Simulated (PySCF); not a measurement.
Working with the constants of KZn

r²SCAN constants of KZn, ²Σ⁺ (doublet), unpaired electrons σ ↑ (PySCF, no relativity, basis sets K def2-SVP, Zn def2-SVP; masses 38.9637 and 63.9291 u):

```
ωe              : 69.1 cm⁻¹
ωexe            : 0.943 cm⁻¹
Be              : 0.051085 cm⁻¹
αe              : 0.000674 cm⁻¹
D (centrifugal) : 1.12e-07 cm⁻¹
De to K + Zn    : 0.153 eV
```

(1) Give the vibrational terms G(v) and spacings up to v = 6.

(2) How well does the Morse estimate ωe²/(4ωexe) reproduce De, and what is D0?

The bond is weak. Basis-set superposition, not corrected here, can be much of De in a small basis, most of all at correlated wavefunction levels. Functionals without a dispersion term scatter widely for such bonds, and LDA overbinds them. The state is the lowest determinant that a PBE0 search found; another state may lie lower at other levels.

## Answers

(1) G(v) = ωe(v+½) − ωexe(v+½)².

| v | G(v) (cm⁻¹) | G(v) − G(v−1) | Bv (cm⁻¹) |
| --- | --- | --- | --- |
| 0 | 34.3 |  | 0.05075 |
| 1 | 101.5 | 67.2 | 0.05007 |
| 2 | 166.9 | 65.3 | 0.04940 |
| 3 | 230.3 | 63.4 | 0.04873 |
| 4 | 291.9 | 61.6 | 0.04805 |
| 5 | 351.5 | 59.7 | 0.04738 |
| 6 | 409.3 | 57.8 | 0.04670 |

(2) It gives 0.157 eV, 103 % of the computed De. D0 = De − G(0) = 0.153 − 0.004 = 0.149 eV.
